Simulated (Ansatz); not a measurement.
Total energies of the cluster Ba2O⁺ (the lowest doublet isomer of a short search) from Ansatz at PBE0-D4/def2-TZVP, gas phase (1 Eh = 27.2114 eV = 2625.5 kJ/mol). The reference geometry is relaxed at PBE0-D4/def2-TZVP.

```xyz
3

Ba    0.818    0.592    1.817
Ba   -1.103   -0.759   -1.590
O     0.285    0.167   -0.227
```

| state | geometry | energy (Eh) |
| --- | --- | --- |
| charge 1 doublet | reference | -126.07817 |
| charge 0 singlet | reference | -126.21797 |
| charge 1 quartet | relaxed at PBE0-D4/def2-TZVP | -125.94003 |

In the def2 sets Ba takes a core potential; there is no spin–orbit coupling.

(1) Work out the vertical electron affinity, to the singlet.

(2) Which of the charge 1 states is lowest, and how far above it are the others?

(1) E(charge 1 doublet) − E(charge 0 singlet) = -126.07817 − (-126.21797) = 0.13980 Eh = 3.80 eV.

(2) The doublet. quartet: -125.94003 − (-126.07817) = 0.13814 Eh = 362.7 kJ/mol. The quartet differs in its bonds from the reference.

A triplet lies near this restricted singlet, and broken spin symmetry wasn't tried. 

The structure comes from a short search, and lower isomers may exist.
